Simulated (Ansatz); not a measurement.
Consider the redistribution: `C[S][Ga]([OH])[F]` + `[F][Ga]([F])[Cl]` → `[OH][Ga]([F])[Cl]` + `C[S][Ga]([F])[F]`.

Gas-phase electronic energies from Ansatz, PBE0-D4/def2-TZVP geometries. CCSD(T)/CBS is the MP2 limit (def2-TZVPP, def2-QZVPP) plus CCSD(T) − MP2 in def2-TZVPP, frozen cores. DFT in def2-TZVPP. For Ga outer-core shells are correlated without core-valence functions, which leaves a few kJ/mol of doubt a bond. Scalar relativity is left out up to krypton. One conformer a species, not always the lowest.

| level | ΔE (kcal/mol) |
| --- | --- |
| PBE-QIDH | -1.2 |
| r2SCANh | -1.5 |
| CCSD/def2-SVP | -1.2 |
| MP2/CBS(def2) | -1.1 |

Question: What does CCSD(T)/CBS give? (An estimate is asked.)

Answer: Ansatz gave: -1.1 kcal/mol. The listed levels differ from it by -0.1, -0.4, -0.1, 0.0 kcal/mol.

Largest T1 diagnostic among the species: 0.014.

Leaving LDA and LC-ωPBE aside and taking each functional with its dispersion term where it has one, the values, not all of them listed here, spread over 0.3 kcal/mol, from r2SCAN-D4 to ωB97X-V.

CCSD(T)/CBS has its own doubt, a few kJ/mol and more with outer-core shells, so smaller differences from it don't rank the levels.
